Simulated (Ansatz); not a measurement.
`BN[SiH2]O` + `[SiH3]S[SiH2]Cl` → `O[SiH2]S[SiH2]Cl` + `BN[SiH3]`  (redistribution)

Program: Ansatz. Geometries: PBE0-D4/def2-TZVP. ΔE: electronic, gas phase. CCSD(T)/CBS is the MP2 limit (def2-TZVPP, def2-QZVPP) plus CCSD(T) − MP2 in def2-TZVPP, frozen cores. Functionals use def2-TZVPP. B3LYP here is the variant with VWN-RPA as its local correlation; programs differ in this. Each species was taken in one conformer, which may not be the lowest.

```
           species  B3LYP-D4 energy (Eh)
       `BN[SiH2]O`            -448.15138
 `[SiH3]S[SiH2]Cl`           -1440.62027
`O[SiH2]S[SiH2]Cl`           -1515.93874
        `BN[SiH3]`            -372.83120
```

Question: Work out ΔE.

Answer: ΔE = (-1515.93874) + (-372.83120) − (-448.15138) − (-1440.62027) = 0.00171 Eh = +4.5 kJ/mol. CCSD(T)/CBS gives +6.9 kJ/mol.

Largest T1 diagnostic among the species: 0.012.
